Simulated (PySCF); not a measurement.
Radial density of He⁺ (helium, charge +1)

UHF, 2p1, 2P determinant (an excited configuration). All numbers are calculated (PySCF 2.14, the spin-free X2C one-electron Hamiltonian (Gaussian nucleus), in aug-cc-pVQZ-DK (5s4p3d2f, 46 functions)).

| r (bohr) | 4πr²ρ (e/bohr) | 4πr²(ρα − ρβ) |
| --- | --- | --- |
| 0.0557 | 1.032e-05 | 0.0000 |
| 0.0938 | 8.095e-05 | 0.0001 |
| 0.158 | 0.0006133 | 0.0006 |
| 0.265 | 0.004251 | 0.0043 |
| 0.446 | 0.02435 | 0.0244 |
| 0.750 | 0.1049 | 0.1049 |
| 1.26 | 0.3000 | 0.3000 |
| 2.12 | 0.4256 | 0.4256 |
| 3.57 | 0.1564 | 0.1564 |
| 6.01 | 0.0006235 | 0.0006 |

Densities and radii are taken from the X2C orbitals without a picture-change correction, which distorts them close to the nucleus.

The outer electron is Rydberg-like, and this basis confines it to a smaller radius and binds it less than a complete one would.
